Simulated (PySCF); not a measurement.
Molecule: SMILES CO[C@H]1[SiH2][C@H](C)[SiH2]1, C4H12OSi2.

Geometry (Å), atoms numbered from 1 in this order:
```xyz
19

C     3.0835   -0.2398    0.5851
O     2.0224    0.6593    0.4499
C     0.7565    0.0868    0.7831
Si   -0.6390    1.4065    0.5812
C    -1.3369    0.3171   -0.8516
C    -2.7943   -0.1198   -0.7458
Si   -0.0012   -1.0478   -0.5925
H     3.9890    0.2878    0.2879
H     2.9436   -1.1222   -0.0538
H     3.1847   -0.5807    1.6251
H     0.8316   -0.3687    1.7808
H    -1.5355    1.4892    1.7387
H    -0.1543    2.7309    0.2085
H    -1.2107    0.8117   -1.8181
H    -2.9797   -0.6184    0.2029
H    -3.4618    0.7383   -0.8116
H    -3.0521   -0.8123   -1.5464
H     0.8632   -1.2877   -1.7486
H    -0.5188   -2.3209   -0.0824
```

Frames of a GFN2-xTB Langevin trajectory at 600 K; GIAO PBE0/pcSseg-1 shieldings in PySCF, gas phase, non-relativistic; equivalent atoms averaged within each frame.

References, each an isolated molecule treated in the same way: TMS for ¹³C (σ = 186.93 ppm), ²⁹Si (σ = 349.16 ppm), ¹H (σ = 31.72 ppm); ¹⁷O (σ = 336.08 ppm) against H2O. The references are static minima.

How do the shifts (ppm) fluctuate along the trajectory?

Results:


```csv
time (fs),C3,C1,C6,C5,O2,Si4/Si7,H13/H18,H12/H19,H11,H8/H9/H10
optimised geometry,71.7,63.9,17.5,7.3,8.0,-25.1,4.90,4.63,3.79,3.28
250,93.8,56.0,20.3,7.8,18.5,-28.3,5.90,5.50,4.97,3.21
425,72.4,62.0,21.9,5.6,3.9,-12.1,4.18,4.97,4.16,2.93
625,73.7,62.0,17.7,1.8,-1.1,-29.9,4.52,5.37,3.61,3.73
800,92.1,70.9,17.5,24.5,39.8,-15.1,5.06,5.05,4.54,4.00
1000,86.0,58.6,19.3,3.7,7.0,-22.1,5.91,5.36,5.40,2.73
mean of frames,83.6,61.9,19.3,8.7,13.6,-21.5,5.11,5.25,4.53,3.32
standard deviation,10.1,5.6,1.8,9.1,16.3,7.9,0.79,0.23,0.69,0.54
```

5 frames give an uncertainty of the mean of about the standard deviation over 2.2 at best, since frames this close in time may not be independent; classical motion lacks zero-point vibration, and the reference would need the same averaging.
